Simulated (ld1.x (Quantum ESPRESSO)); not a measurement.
## Before and after: ultrasoft potential for H

```json
{
  "Element": "H",
  "Generator": "ld1.x (Quantum ESPRESSO) 7.5",
  "Type": "ultrasoft",
  "Functional": "PBE",
  "Relativity": "scalar-relativistic",
  "Frozen core": "none",
  "Valence charge": "1",
  "Reference configuration": "1s1",
  "Partial waves": "1s (bound): rcut 0.65, rcutus 0.75 bohr; 1s channel at 0.05 Ry: rcut 0.65, rcutus 0.75 bohr",
  "Local potential": "all-electron potential smoothed inside 0.60 bohr (lloc = -1)",
  "Core correction": "none",
  "Augmentation charge": "PSQ, inside the norm-conserving radii"
}
```

Change: waves 1s (bound): rcut 0.90, rcutus 1.04 bohr; 1s channel at 0.05 Ry: rcut 0.90, rcutus 1.04 bohr; local potential all-electron potential smoothed inside 0.82 bohr (lloc = -1).

Cutoffs: the cutoffs (Ry, on a coarse ladder) from which the occupation-weighted sum of valence levels, in a spherical-Bessel basis at the reference potential, stays within 10 and 1 mRy of its value at 400 Ry; they do not see the model core or the augmentation charge, which bear on the density cutoff. Errors are all-electron minus pseudo energies relative to the spin-unpolarised reference configuration.

Problem. How do hardness, ghosts and transferability respond?

Solution. The potential gets softer (30 Ry and 55 Ry → 18 Ry and 35 Ry); neither file shows a bound ghost. A larger radius leaves more room for a smooth pseudo-wave, so fewer plane waves are needed.

```
                            quantity    base  changed
                       cutoff, loose   30 Ry    18 Ry
                       cutoff, tight   55 Ry    35 Ry
                        bound ghosts    none     none
   error for 1s0.5, meV [ΔE 4.76 eV]     0.0     +0.1
lowest overlap eigenvalue by channel  s 0.99   s 0.98
```
